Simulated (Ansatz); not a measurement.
Cost and result up the ladder for Re2Te3 (5 atoms). The state is a singlet with charge 0. Geometry: PBE-D4/def2-SVP.

```csv
atom,x (Å),y (Å),z (Å)
Re1,-0.440,1.136,-1.197
Re2,0.440,-1.136,1.197
Te3,-1.710,-0.945,-0.269
Te4,0.126,1.451,1.330
Te5,1.584,-0.506,-1.061
```

Ansatz on 4 threads of Arm Neoverse V1 on a shared host. Times are rough, and most runs start from the orbitals of an earlier one. No level here is sound enough to serve as a yardstick. Binding counts from free atoms at the same level (Re sextet, Te triplet; other spins of the atoms weren't run), without zero-point energy or a counterpoise term.

In the def2 sets Re, Te take a core potential; there is no spin–orbit coupling. HSE06 is defined as in plane-wave codes, on full-range PBE exchange. No other spin state of charge 0 was run. Another isomer (singlet) lies 3.15 eV lower at PBE0-D4/def2-TZVP; other spin states weren't run for this one.

Run but left out: HF/def2-TZVP, MP2/def2-TZVP, CCSD(T)/def2-SVP (restricted singlet, unstable towards broken spin symmetry).

```
                         level  functions  wall time  binding energy per atom (eV)                        remarks
               PBE-D4/def2-SVP        142      3.2 s                          2.41  restricted SCF unstable in HF
PBE-D4/def2-TZVP (with forces)        230      6.5 s                          2.54  restricted SCF unstable in HF
              PBE0-D4/def2-SVP        142      8.5 s                          1.76  restricted SCF unstable in HF
           r2SCAN-D4/def2-TZVP        230       13 s                          2.01  restricted SCF unstable in HF
            HSE06-D4/def2-TZVP        230       16 s                          1.93  restricted SCF unstable in HF
             PBE0-D4/def2-TZVP        230       34 s                          1.90  restricted SCF unstable in HF
          r2SCAN0-D4/def2-TZVP        230       61 s                          1.49  restricted SCF unstable in HF
```
